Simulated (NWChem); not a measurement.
System: NbOCl3; SMILES [Nb]([Cl])(=[O])([Cl])[Cl]

Here is an NWChem input.

```
start job
memory heap 200 mb stack 900 mb global 1100 mb
geometry units angstroms noautoz
  Nb     0.000000     0.000000     0.204047
  O      0.000000     0.000000     1.876580
  Cl     0.671016     2.070667    -0.482990
  Cl     1.457742    -1.616451    -0.482990
  Cl    -2.128759    -0.454217    -0.482990
end
basis spherical
  * library def2-svp
end
ecp
  Nb library def2-ecp
end
dft
  xc mpw1k
  iterations 150
  mulliken
end
task dft energy
```

The geometry was optimised at PBE0/def2-SVP. def2 effective core potentials on Nb; no spin-orbit coupling.

Task: Give the results of this calculation. (MPW1K/def2-SVP with def2 effective core potentials on Nb.) Quantities: energy (Ha); highest occupied level (eV); orbital gap (eV); dipole (D).

Result: The energy (Ha) is -1512.59 and the highest occupied level (eV) is -10.96. The orbital gap (eV) comes out as 8.07. The dipole (D) is 1.12.
